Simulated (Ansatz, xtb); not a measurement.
**C4H7NSeSi: which of two isomers lies lower**

Structure I is `N#C/C=C\C[SiH2][SeH]`, a singlet and structure II is `C/C(=C\C#N)[SiH2][SeH]`, a singlet. Both are isolated molecules in the gas phase, relaxed with B3LYP-D3(BJ)/def2-SVP, each in the lowest conformer that the search found.

Estimate E(II) − E(I) at the level CCSD(T)/def2-SVP + ΔMP2/def2-TZVPP.

Too close to call at this level: CCSD(T)/def2-SVP + ΔMP2/def2-TZVPP gives E(II) − E(I) = +0.003 eV.

How the difference moves with the method:

| level | geometry | E(II) − E(I) (eV) | departure from the last row (eV) | job, with rough time for the two |
| --- | --- | --- | --- | --- |
| GFN2-xTB | GFN2-xTB | −0.033 | −0.036 | optimisation, 1.8 s |
| HF/STO-3G | GFN2-xTB | −0.063 | −0.066 | single point, 0.68 s |
| r2SCAN-D4/def2-SVP | GFN2-xTB | +0.006 | +0.003 | single point, 5.2 s |
| B3LYP-D3(BJ)/def2-SVP | B3LYP-D3(BJ)/def2-SVP | +0.003 | −0.001 | optimisation, 73 s |
| HF/def2-SVP | B3LYP-D3(BJ)/def2-SVP | +0.036 | +0.032 | part of the CCSD(T) run |
| MP2/def2-SVP | B3LYP-D3(BJ)/def2-SVP | −0.029 | −0.032 | part of the CCSD(T) run |
| CCSD(T)/def2-SVP | B3LYP-D3(BJ)/def2-SVP | −0.027 | −0.031 | single point |
| CCSD(T)/def2-SVP + ΔMP2/def2-TZVPP | B3LYP-D3(BJ)/def2-SVP | +0.003 |  | single point, 2.1 min |

As drawn, both hold the same kinds of bond in the same numbers. Structure I has 0 methyl groups, II 1.

The largest departure from CCSD(T)/def2-SVP + ΔMP2/def2-TZVPP is that of HF/STO-3G, 0.066 eV. The last row adds to CCSD(T) the change of the MP2 difference between the two basis sets, here +0.031 eV.

With thermal terms from frequencies at re-optimised GFN2-xTB minima (ideal gas, soft modes damped towards free rotors, one conformer each, 298.15 K, 1 atm): the zero-point term adds −0.006 eV; ΔH is +0.007 and ΔG −0.007 eV.

The correlated steps freeze 19 core orbitals; the filled d shell of Se is correlated, in a basis made for valence electrons. Run with Ansatz 0.2.0, xtb 6.7.1; the last row on 4 threads of Arm Neoverse V1 on a shared host.
